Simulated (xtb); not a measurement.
xtb input:

```bash
xtb mol.xyz --gfn 2 --ohess tight --chrg -1 --uhf 0
```
mol.xyz:
```
7

B     -0.27720847    -0.30042671     0.34170000
N     -1.33170109     0.19422520    -0.62625556
N      1.20000573    -0.11791694     0.01080090
H     -0.56576748    -0.89125659     1.27985088
H     -1.95890005     0.81541348    -0.04030973
H      1.39077202     0.93700182    -0.09368330
H      1.40821803    -0.56011709    -0.87949538
```

Q: Which total energy does the run end on?

A: -9.27955 Eh (GFN2-xTB).

It need not be the lowest isomer of its formula. Whether it binds its extra electron was not tested at this geometry.
